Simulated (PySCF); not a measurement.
# La²⁺: excitation energy

La²⁺ [Xe] 5d1 (2D) → La²⁺ [Xe] 4f1 (2F), as a difference of total energies. Calculation: PySCF 2.14, in def2-QZVPPD with the def2 core potential (46 electrons) (7s5p4d3f2g, 81 functions); scalar relativity through the core potential. Correlated levels: valence: nothing frozen outside the core potential. The calculations carry no spin-orbit coupling.

```tsv
method	excitation energy (eV)
UHF	10.660
LDA	9.868
PBE	9.779
PBE0	10.117
r2SCAN	10.193
BLYP	9.622
HSE06	10.089
wB97M-V	10.213
r2SCAN0	10.403
MP2 (valence)	10.583
SCS-MP2 (valence)	10.607
```

**Question.** How much does correlation contribute at MP2 (valence)?

**Answer.** 10.583 − (10.660) = -0.077 eV, measured against UHF.
